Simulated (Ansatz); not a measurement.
Level of theory: B3LYP-D3(BJ)/def2-TZVP (Ansatz, a program for electronic structure). No frequencies were computed at this level.

Ansatz 0.2 input:
```yaml
crystal:
  periodic: [false, false, false]
  atoms:
    - { symbol: O, position_ang: [-1.940283, 1.026317, -0.58907] }
    - { symbol: C, position_ang: [-0.719, 0.542926, -0.248946] }
    - { symbol: C, position_ang: [0.425131, 1.241423, -0.147382] }
    - { symbol: C, position_ang: [1.481909, 0.333541, 0.239236] }
    - { symbol: C, position_ang: [0.997607, -0.907331, 0.374452] }
    - { symbol: C, position_ang: [-0.468879, -0.901752, 0.074423] }
    - { symbol: H, position_ang: [-2.5867, 0.311654, -0.586116] }
    - { symbol: H, position_ang: [0.549241, 2.292787, -0.320304] }
    - { symbol: H, position_ang: [2.500731, 0.643123, 0.388575] }
    - { symbol: H, position_ang: [1.532487, -1.796367, 0.651116] }
    - { symbol: H, position_ang: [-0.712737, -1.553504, -0.768449] }
    - { symbol: H, position_ang: [-1.059507, -1.232817, 0.932464] }
basis:
  gaussian: { orbitals: def2-tzvp }
hamiltonian:
  xc: b3lyp
  dispersion: d3bj
relax:
  max_steps: 150
```

Output:

```
Functional definition: B3LYP
1315 factors; their error is unknown
mean field evaluation 1: about -7319.1443 eV, gradient 7.4e1 eV
mean field evaluation 2: about -7309.3264 eV, gradient 9.7e1 eV
mean field evaluation 4: about -7331.4395 eV, gradient 7.8e0 eV
mean field evaluation 8: about -7331.5584 eV, gradient 6.7e-1 eV
mean field evaluation 16: about -7331.5591 eV, gradient 1.2e-4 eV
mean field -7331.55905731 eV, -269.4298258470 hartree, gradient 2.0e-5 eV, S^2 0.000000; 0 other end points of the search recorded, 0 dependent functions left out
reference -7331.55932095 eV, -269.4298355354 hartree; 22, 22 occupied and 200, 200 virtual orbitals, 1315 factors
relax step   1: F+E_penalty+E_count = -7332.01878561 eV  Δ(F+E_penalty+E_count) = +0.000e0 eV  max|allowed force component| = 3.954e-1 eV/Å  Δτ_max = 0.0000 Å  (32 SCF iters, accepted)
these checks for a lower state are left out or cut short: starts, cluster_reference, orbital_swaps, neighbouring_geometries, increment
1315 factors; their error is unknown
mean field -7331.57254498 eV, -269.4303215097 hartree, gradient 2.3e-5 eV, S^2 0.000000; 0 other end points of the search recorded, 0 dependent functions left out
reference -7331.57280947 eV, -269.4303312295 hartree; 22, 22 occupied and 200, 200 virtual orbitals, 1315 factors
relax step   2: F+E_penalty+E_count = -7332.03193413 eV  Δ(F+E_penalty+E_count) = -1.315e-2 eV  max|allowed force component| = 1.541e-1 eV/Å  Δτ_max = 0.0191 Å  (33 SCF iters, accepted)
these checks for a lower state are left out or cut short: starts, cluster_reference, orbital_swaps, neighbouring_geometries, increment
1315 factors; their error is unknown
mean field evaluation 32: about -7331.5745 eV, gradient 1.1e-2 eV
mean field -7331.57449108 eV, -269.4303930275 hartree, gradient 2.4e-5 eV, S^2 0.000000; 0 other end points of the search recorded, 0 dependent functions left out
reference -7331.57475593 eV, -269.4304027605 hartree; 22, 22 occupied and 200, 200 virtual orbitals, 1315 factors
relax step   3: F+E_penalty+E_count = -7332.03363239 eV  Δ(F+E_penalty+E_count) = -1.698e-3 eV  max|allowed force component| = 3.104e-2 eV/Å  Δτ_max = 0.0095 Å  (34 SCF iters, accepted)
these checks for a lower state are left out or cut short: starts, cluster_reference, orbital_swaps, neighbouring_geometries, increment
1315 factors; their error is unknown
mean field -7331.57457534 eV, -269.4303961240 hartree, gradient 2.4e-5 eV, S^2 0.000000; 0 other end points of the search recorded, 0 dependent functions left out
reference -7331.57484021 eV, -269.4304058580 hartree; 22, 22 occupied and 200, 200 virtual orbitals, 1315 factors
relax step   4: F+E_penalty+E_count = -7332.03371248 eV  Δ(F+E_penalty+E_count) = -8.009e-5 eV  max|allowed force component| = 1.216e-2 eV/Å  Δτ_max = 0.0023 Å  (34 SCF iters, accepted)
these checks for a lower state are left out or cut short: starts, cluster_reference, orbital_swaps, neighbouring_geometries, increment
1315 factors; their error is unknown
mean field -7331.57459884 eV, -269.4303969875 hartree, gradient 2.4e-5 eV, S^2 0.000000; 0 other end points of the search recorded, 0 dependent functions left out
reference -7331.57486372 eV, -269.4304067217 hartree; 22, 22 occupied and 200, 200 virtual orbitals, 1315 factors
relax step   5: F+E_penalty+E_count = -7332.03372655 eV  Δ(F+E_penalty+E_count) = -1.408e-5 eV  max|allowed force component| = 4.184e-3 eV/Å  Δτ_max = 0.0011 Å  (34 SCF iters, accepted)
1315 factors; their error is unknown
mean field evaluation 64: about -7331.5845 eV, gradient 4.1e-1 eV
mean field -7331.57459884 eV, -269.4303969875 hartree, gradient 2.4e-5 eV, S^2 0.000000; 1 other end points of the search recorded, 0 dependent functions left out
reference -7331.57486372 eV, -269.4304067217 hartree; 22, 22 occupied and 200, 200 virtual orbitals, 1315 factors
Total energy: -7332.03399143 eV, -269.4472793539 hartree
Atom 0 at    -1.940478     1.033288    -0.590424 Å, force    -0.000378     0.000149    -0.000105 eV/Å
Atom 1 at    -0.721322     0.542424    -0.249325 Å, force    -0.001483    -0.000225    -0.000260 eV/Å
Atom 2 at     0.417892     1.250188    -0.150511 Å, force     0.004184    -0.003917     0.001592 eV/Å
Atom 3 at     1.486301     0.329378     0.240916 Å, force    -0.002985     0.003413    -0.001252 eV/Å
Atom 4 at     1.008141    -0.918693     0.378742 Å, force    -0.001359    -0.001760     0.000055 eV/Å
Atom 5 at    -0.466625    -0.904862     0.075469 Å, force     0.002304     0.001520     0.000183 eV/Å
Atom 6 at    -2.590282     0.322886    -0.588964 Å, force    -0.000123     0.000497    -0.000119 eV/Å
Atom 7 at     0.526875     2.308705    -0.327865 Å, force    -0.001010     0.000281    -0.000259 eV/Å
Atom 8 at     2.513086     0.631058     0.393369 Å, force     0.000001    -0.000768     0.000145 eV/Å
Atom 9 at     1.557308    -1.803907     0.657598 Å, force     0.000713     0.000546     0.000042 eV/Å
Atom 10 at    -0.722235    -1.555418    -0.769115 Å, force     0.000069     0.000132    -0.000011 eV/Å
Atom 11 at    -1.068661    -1.235049     0.930109 Å, force     0.000069     0.000132    -0.000011 eV/Å
Dipole moment:    -0.223420    -0.342146     0.018958 e Å
```

Cost: around 110 core-seconds (rough).
